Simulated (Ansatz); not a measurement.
Species: C6H14O (charge 0, singlet). 
Coordinates optimised at B3LYP-D3(BJ)/def2-TZVP (Ansatz, an electronic-structure program):
```
C
H 1 1.0956
H 1 1.0957 2 106.08
C 1 1.5263 2 109.20 3 -117.57
H 4 1.0957 1 109.27 2 -64.46
H 4 1.0959 5 106.03 1 117.69
C 4 1.5266 5 109.25 6 117.60
H 7 1.0949 4 109.15 5 64.42
H 7 1.0950 8 106.08 4 -117.51
C 7 1.5259 8 109.56 9 -118.18
H 10 1.0915 7 111.53 8 58.01
H 10 1.0927 11 107.74 7 122.12
H 10 1.0928 11 107.74 12 115.75
C 1 1.5267 2 109.26 3 117.96
H 14 1.0938 1 110.11 2 63.22
H 14 1.0970 15 106.61 1 -118.51
C 14 1.5214 15 108.67 16 -117.42
H 17 1.0916 14 110.15 15 -62.66
H 17 1.0982 18 107.26 14 119.68
O 17 1.4242 18 105.36 19 117.93
H 20 0.9633 17 108.41 18 179.97
```
Charge 0, spin multiplicity 1.

Basis-set convergence of Hartree-Fock and CCSD correlation energies (hartree) with Ansatz. Cores are frozen in the correlated levels unless marked. No spin-orbit coupling. Non-relativistic.

```
basis        functions       E(HF)  E(corr, CCSD)
-----------  ---------  ----------  -------------
aug-cc-pVDZ        287  -310.26066       -1.18845
aug-cc-pVTZ        644         ___            ___
```

Complete the blanks.


- aug-cc-pVTZ, E(HF): -310.33649
- aug-cc-pVTZ, E(corr, CCSD): -1.38818
